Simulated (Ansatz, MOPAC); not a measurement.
Species: Si2N2H7, charge -1, multiplicity 1. SMILES: [NH-][SiH2][SiH2]N

Atoms: N1, Si2, Si3, N4, H5, H6, H7, H8, H9, H10, H11. Bonds: N1-Si2, N1-H5, Si2-Si3, Si2-H6, Si2-H7, Si3-N4, Si3-H8, Si3-H9, N4-H10, N4-H11.

Bond lengths (Å) and angles (degrees) optimised at PM3 with MOPAC; PM7 with MOPAC; B3LYP/LANL2DZ with Ansatz (a quantum-chemistry and plane-wave program); B3LYP/6-31G* with Ansatz, each started from the B3LYP-D3(BJ)/def2-TZVP structure (Ansatz) of the last column. A row stands for all coordinates that are equal there; 11 of 26 kinds are shown. 6-31G* holds six Cartesian d functions. No wavenumbers were computed at B3LYP/LANL2DZ, so these may be saddle points.

```csv
coordinate,PM3,PM7,B3LYP/LANL2DZ,B3LYP/6-31G*,B3LYP-D3(BJ)/def2-TZVP
N1-Si2,1.696,1.703,1.712,1.678,1.664
N1-H5,0.992,1.004,1.025,1.023,1.015
Si2-Si3,2.466,2.242,2.396,2.371,2.366
Si2-H6,1.509,1.473,1.533,1.538,1.526
Si2-H7,1.506,1.478,1.533,1.538,1.527
Si3-N4,1.820,1.819,1.742,1.762,1.748
Si3-H8,1.512,1.460,1.514,1.513,1.505
Si3-H9,1.513,1.459,1.514,1.520,1.510
N1-Si2-Si3,117.4,98.9,97.2,97.8,98.9
Si2-Si3-N4,118.5,108.0,96.2,100.3,101.5
Si2-N1-H5,115.9,117.7,122.2,116.3,117.9
```

Mean signed difference of all 10 bond lengths from B3LYP-D3(BJ)/def2-TZVP: PM3 0.012 Å, PM7 -0.020 Å, B3LYP/LANL2DZ 0.013 Å, B3LYP/6-31G* 0.010 Å.
